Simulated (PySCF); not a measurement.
Computed IR spectrum (relative IR intensity) of a molecule CH8FNSi2. Coordinates come from a PBE-D3(BJ)/def2-SVP optimisation. One conformer was computed; it need not be the lowest. These are PBE-D3(BJ)/def2-SVP (PySCF 2.14.0) values and carry that method's errors. Frequencies are harmonic and unscaled.

Lines under 2 % of the strongest are left out, and lines within 2 cm⁻¹ are merged.

```
ν (cm⁻¹)  relative intensity
--------  ------------------
322                      6.5
679                       17
707                       24
765                      3.6
829                       11
881                       80
889                       47
913                       77
918                       39
933                      100
963                       25
1120                      51
1173                      33
1415                     2.5
1434                     4.7
2145                      53
2151                      44
2189                      37
2193                      16
2216                      58
2932                      22
3004                     8.3
3035                     4.5
```

Question: Which molecule gave these data?
A) CN([SiH3])[SiH2]F
B) N[Si@H]([SiH3])CF
C) F[SiH2]NC[SiH3]
D) C[Si@@](N)(F)[SiH3]

Answer: A, CN([SiH3])[SiH2]F
